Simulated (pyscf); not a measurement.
Structures and frequencies: ωB97X-D3(BJ)/def2-SVP in PySCF. Correlated levels are frozen-core, on RHF or UHF. ΔMP2 is the change of the MP2 total energy from the triple- to the quadruple-zeta basis.

Task: PBE/def2-TZVP puts the barrier of •O–GaH–OH -> [HO–Ga–OH]• (hydrogen shift; doublet surface; Ga–H broken, H–O formed) at 0.59 eV and the reaction energy at -1.74 eV, from the reactant's lowest minimum found. What do PBE0-D3(BJ)/def2-TZVP, ωB97M-D3(BJ)/def2-TZVP, CCSD(T)/def2-TZVPP + ΔMP2(QZVPP) give on the same structures?

Result: PBE0-D3(BJ): ΔE‡ = 0.95 eV, ΔE = -1.63 eV; ωB97M-D3(BJ): ΔE‡ = 1.07 eV, ΔE = -1.62 eV; CCSD(T): ΔE‡ = 1.01 eV, ΔE = -1.65 eV. PBE's barrier lies under all of them, by 0.36 to 0.48 eV. Its reaction energy lies under all of them, by 0.09 to 0.12 eV. Low barriers are usual for a GGA, whose delocalisation error favours stretched bonds. On the reactant side the descent ends in a point that may be a rotor saddle (no frequency run), 0.05 eV over the lowest minimum found and 1.07 eV under the saddle at ωB97X-D3(BJ)/def2-TZVP. At ωB97X-D3(BJ)/def2-TZVP the barrier from the zero used here is 1.12 eV. One saddle was located; it need not be the lowest between these sides. The CCSD(T) − MP2 part came from Ansatz, without density fitting, on the same reference. The frozen core leaves the outer d or s,p core shells of the metals and heavy elements correlated in the MP2 and CC values, and def2-TZVPP describes them poorly, which can shift differences by a few kcal/mol. Elements up to Kr have no core potential and no relativistic terms here.
